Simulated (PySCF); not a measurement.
# Dipole response of Os⁺ (osmium, charge +1)

[Xe] 4f14 5d6 6s1, high-spin 6D determinant. All numbers are calculated (PySCF 2.14, scalar relativity through the core potential, in aug-cc-pwCVTZ-PP with ECP60MDF). Coupled (time-dependent) response in atomic units; α is the mean over directions.

```json
{"method": "PW91", "mean α (bohr³)": "27.09", "α xx, yy, zz": "27.51, 27.51, 26.25", "C₆ (like pair)": "225.2", "S(−4)": "268.5"}
```

S(−4) is the Cauchy moment in α(ω) = α(0) + S(−4) ω² + …

Spin-orbit coupling is absent.

α(iu) at PW91:

```csv
u (hartree),α(iu) (bohr³)
0,27.09
0.0500,26.44
0.100,24.74
0.200,20.13
0.300,16.04
0.500,10.81
0.750,7.386
1.00,5.457
1.50,3.385
2.00,2.314
3.00,1.271
5.00,0.5419
```

For an ion, C₆ is the dispersion term alone; charge-induced terms of lower order in 1/R come first.

The components differ because the open shell of this determinant is not spherical; for a pure term their mean is the scalar polarisability.

Energies and moments cover only the electrons outside the core potential. Spin-orbit coupling, absent here, splits the open shell strongly.
